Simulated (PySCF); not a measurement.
Compound: ethylgermane, C2H8Ge.
Structure used (GFN2-xTB), in Å, numbered top down from 1:
```
atom  x, y, z in Å
C1    -1.3870    0.3180   -0.2565
C2    -0.3131   -0.3893    0.5600
Ge3    1.5053   -0.0471   -0.1264
H4    -2.3795    0.1131    0.1423
H5    -1.2297    1.3954   -0.2436
H6    -1.3597   -0.0136   -1.2933
H7    -0.3666   -0.0645    1.6010
H8    -0.4963   -1.4657    0.5578
H9     1.6533   -0.5129   -1.5397
H10    2.5492   -0.7432    0.6887
H11    1.8296    1.4127   -0.1162
```

Vertical excitations from PySCF (density fitting, frozen core in the response, grid level 2 and gas phase unless stated; continuum runs use non-equilibrium linear response for the excitations) on a GFN2-xTB geometry. Reference run:

```json
{"settings": "CAM-B3LYP/def2-SVPD, full TDDFT, 8 singlets", "S1, eV (f)": "7.78 (0.008)", "S2, eV (f)": "8.50 (0.143)", "S3, eV (f)": "8.67 (0.046)", "S4, eV (f)": "8.72 (0.170)", "S5, eV (f)": "8.78 (0.120)", "S6, eV (f)": "8.87 (0.062)", "T1, eV (Tamm–Dancoff)": "7.40", "mean α (au)": "57.1"}
```

What do these settings give: (1) revPBE/def2-SVPD, IEF-PCM cyclohexane, full TDDFT, 12 singlets; (2) KT3/pcSseg-1, IEF-PCM chloroform, grid level 3, TDA, 3 singlets?

```
                                                       settings    S1, eV (f)    S2, eV (f)    S3, eV (f)    S4, eV (f)    S5, eV (f)    S6, eV (f)  T1, eV (Tamm–Dancoff)  mean α (au)
 revPBE/def2-SVPD, IEF-PCM cyclohexane, full TDDFT, 12 singlets  6.99 (0.006)  7.51 (0.214)  7.75 (0.040)  7.83 (0.054)  7.91 (0.165)  8.12 (0.049)                   6.79         66.1
KT3/pcSseg-1, IEF-PCM chloroform, grid level 3, TDA, 3 singlets  7.72 (0.028)  8.37 (0.027)  8.44 (0.002)             –             –             –                      –         64.2
```

(1) S1 moves by -0.79 eV; functional and environment change together, so the shift can't be laid on one. (2) S1 moves by -0.06 eV; functional, basis, environment and response scheme change together, so the shift can't be laid on one. States are counted by energy in each run and needn't keep their character from row to row.

KT3 was designed for NMR shieldings or shifts; total energies of different functionals aren't comparable.

Give the leading configurations of S1 (H = HOMO, L = LUMO) and the HOMO–LUMO gap of each run.

| settings | S1 configurations (weight) | S1 (eV) | orbital gap (eV) | S1 − gap (eV) |
| --- | --- | --- | --- | --- |
| CAM-B3LYP/def2-SVPD, full TDDFT, 8 singlets | H→L 0.84, H→L+1 0.13 | 7.78 | 10.78 | -3.00 |
| revPBE/def2-SVPD, IEF-PCM cyclohexane, full TDDFT, 12 singlets | H→L 0.99 | 6.99 | 6.93 | +0.06 |
| KT3/pcSseg-1, IEF-PCM chloroform, grid level 3, TDA, 3 singlets | H→L 0.94 | 7.72 | 7.53 | +0.19 |

The species at its GFN2-xTB geometry. Relativistic effects, spin–orbit coupling among them, are left out although an element past zinc is present.
